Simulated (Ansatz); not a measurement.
A structure relaxed at PBE-D4/def2-TZVPD in Ansatz, charge -1, doublet:

```xyz
3

Ru   -0.3458   -2.0763    0.1598
Ru    0.3778    2.0654    0.1134
Ru   -0.0320    0.0109   -0.2732
```

(1) Give its formula and point group.

(2) Summarise the bond lengths by kind (pairs closer than 1.2 times the sum of covalent radii, bridged metal pairs left out).

Answers

(1) the cluster Ru₃⁻. Point group C2v (tolerance 0.1 Å).

(2) 2 × Ru–Ru 2.13 to 2.15 Å.

In the def2 sets Ru takes a core potential; there is no spin–orbit coupling. The charge -1 doublet is spin-contaminated (final ⟨S²⟩ up to 2.11, 0.75 for a pure state). The highest occupied level of the charge -1 doublet lies above zero (up to 0.11 eV). It is a level of α spin, whose loss leaves a singlet; that state wasn't run at this geometry and level. The electron is either unbound and held by the finite basis, or the level is raised by self-interaction error. The relaxation made no stability test and no search for a lower SCF solution. The structure comes from a short search, and lower isomers may exist.
